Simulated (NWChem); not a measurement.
# C3H5BFN; SMILES C[C@@H]1B(F)C=N1

```xyz
11

C      1.0690    -1.6325     0.2306
C      0.0921    -0.7233    -0.4800
N     -1.2636    -0.5999     0.1782
C     -1.4486     0.6774     0.0764
B      0.0577     0.8441    -0.2449
F      0.9726     1.7275     0.1004
H      1.2730    -1.2925     1.2575
H      2.0272    -1.6617    -0.3096
H      0.6788    -2.6608     0.2884
H     -0.0761    -1.0561    -1.5159
H     -2.3747     1.1730     0.3922
```
Atoms are numbered in this order, from 1.

Computed with NWChem. Medium grid unless said otherwise, to which SCAN and Minnesota functionals are sensitive. Structure relaxed at the PBE0/def2-SVP level.

Problem. Order these by “orbital gap (eV)”, lowest first: LC-wPBE (HJS exchange hole, range parameter 0.4 per bohr)/def2-SVP; B97-2/def2-SVP; SCAN/def2-SVP; Hartree-Fock/def2-SVP; LRC-wPBEh/def2-SVP.

Solution. SCAN/def2-SVP (3.82), B97-2/def2-SVP (5.58), LRC-wPBEh/def2-SVP (9.54), LC-wPBE (HJS exchange hole, range parameter 0.4 per bohr)/def2-SVP (11.13), Hartree-Fock/def2-SVP (13.45)
